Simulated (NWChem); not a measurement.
Molecule: C3H10Si; SMILES C[SiH](C)C

Results from NWChem. The level has its own optimisation; frequencies are unscaled.

### Question
Predict the results for BLYP/def2-SVP. Quantities: r C–Si (Å); r H–Si (Å); r C–H (Å); highest harmonic frequency (cm⁻¹); lowest (cm⁻¹); zero-point energy (kcal/mol); dipole (D).

### Answer
| Property | Value |
|---|---|
| r C–Si (Å) | 1.904 |
| r H–Si (Å) | 1.508 |
| r C–H (Å) | 1.110 |
| highest harmonic frequency (cm⁻¹) | 3033 |
| lowest (cm⁻¹) | 147 |
| zero-point energy (kcal/mol) | 72.1 |
| dipole (D) | 0.59 |
